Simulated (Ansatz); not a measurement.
A structure relaxed at PBE0-D4/def2-TZVP, charge 0, multiplicity 1:

Cartesian coordinates in Å:
```
C -1.0730 -0.5549 -1.2168
Si 0.2961 -0.8498 0.0004
F -0.2049 -1.8870 1.1219
Si 0.9253 1.1419 1.0751
Cl -0.7897 2.1233 1.6833
H -0.7252 0.0986 -2.0217
H -1.9264 -0.0749 -0.7331
H -1.4056 -1.4962 -1.6608
H 1.4827 -1.4603 -0.6606
H 1.7723 0.9162 2.2731
H 1.6483 2.0431 0.1392
```

(1) Give its formula and SMILES.

(2) Summarise the bond lengths by kind.

Results:

(1) CH6ClFSi2, `C[SiH](F)[SiH2]Cl`.

(2) 1 × C–Si 1.855 Å; 3 × C–H 1.092 to 1.094 Å; 1 × F–Si 1.608 Å; 1 × Si–Si 2.349 Å; 3 × H–Si 1.484 to 1.489 Å; 1 × Cl–Si 2.067 Å.

Program: Ansatz 0.2.0.
